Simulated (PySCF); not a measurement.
AsH5O3Si, SMILES O[Si](O)(O)[AsH2]. The structure is a stationary point at PBE0-D3(BJ)/def2-SVP. This is a generated structure with no PubChem entry under its InChIKey; it may be hypothetical. The values are those of a single conformer.

Level of theory: PySCF with PBE0-D3(BJ)/def2-SVP.

Harmonic wavenumbers (cm⁻¹): 97, 120, 153, 212, 215, 238, 265, 310, 362, 442, 596, 652, 781, 801, 812, 862, 946, 977, 994, 2207, 2220, 3908, 3929, 3937. Rotational constants (GHz): 3.821, 1.398, 1.369; symmetry number 1.

Question: Work out the zero-point energy and the ideal-gas rigid-rotor harmonic-oscillator thermochemistry at 298.15 K and 1 atm.

Answer: ZPE = ½ Σ hcν = ½ × 26034 cm⁻¹ = 37.22 kcal/mol. H − E(el) = 43.27 kcal/mol. Entropy in cal/(mol K): translation 41.04, rotation 28.18, vibration 21.96, total 91.18. G − E(el) = 16.09 kcal/mol. Cp = 31.20 cal/(mol K). Modes under 150 cm⁻¹ make the vibrational entropy uncertain.
